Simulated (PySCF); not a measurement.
**Excitation energy of Se⁺ by level of theory**

Se⁺ [Ar] 3d10 4s2 4p3 (4S) → Se⁺ [Ar] 3d10 4s1 4p3 4d1 (6D), as a difference of total energies. Computed with PySCF 2.14 in aug-cc-pVTZ-DK (7s6p4d2f, 59 functions), with scalar relativity by spin-free X2C-1e. Correlated levels: valence: [Ar] 3d10 frozen. The calculations carry no spin-orbit coupling.

```tsv
method	excitation energy (eV)
UHF	18.898
MP2 (valence)	20.241
SCS-MP2 (valence)	20.649
CCSD (valence)	20.430
CCSD(T) (valence)	20.489
```

Question: How much does correlation contribute at CCSD(T) (valence)?

Answer: 20.489 − (18.898) = 1.591 eV, measured against UHF.

The promoted electron is Rydberg-like, and one or two diffuse shells describe it only roughly, which tends to raise the upper state.
